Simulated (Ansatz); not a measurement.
C$_{3}$H$_{8}$OSi (`OCC1C[SiH2]1`). The species carries charge 0 and has multiplicity 1. Geometry: relaxed with PBE0-D4/def2-TZVP. It is one conformer, not always the lowest.

```xyz
13

O    -1.764    0.204    1.569
C    -1.231    0.599    0.320
C    -0.295   -0.419   -0.262
C     1.112   -0.532    0.373
Si    1.106    0.033   -1.386
H    -1.028   -0.062    2.128
H    -2.091    0.746   -0.337
H    -0.719    1.570    0.410
H    -0.769   -1.380   -0.451
H     1.461   -1.526    0.633
H     1.348    0.210    1.132
H     1.502   -0.901   -2.459
H     1.369    1.460   -1.668
```

Q: What is the dipole moment at r2SCAN/def2-TZVPP? (Estimate.)

A: Computed: 1.65 D, with components (1.57, -0.24, -0.45) D in this frame, pointing from negative to positive charge.

Q: And with PBE, B3LYP, ωB97M-V? (Best estimate.)

A: Ansatz gave: PBE 1.57 D, B3LYP 1.78 D, ωB97M-V 1.84 D.

Q: Give the Mulliken charges with r2SCAN, B3LYP, PBE in def2-TZVPP. (An estimate is asked.)

A: Computed: 
```csv
atom,r2SCAN,B3LYP,PBE
O1,-0.37,-0.35,-0.31
C2,0.17,0.06,0.03
C3,-0.12,-0.13,-0.10
C4,-0.26,-0.29,-0.24
Si5,0.27,0.24,0.16
H6,0.19,0.18,0.18
H7,0.03,0.08,0.08
H8,0.01,0.05,0.05
H9,0.05,0.08,0.08
H10,0.08,0.10,0.09
H11,0.07,0.09,0.09
H12,-0.07,-0.06,-0.05
H13,-0.06,-0.06,-0.05
```

B3LYP here is the variant with VWN-RPA as its local correlation; programs differ in this.
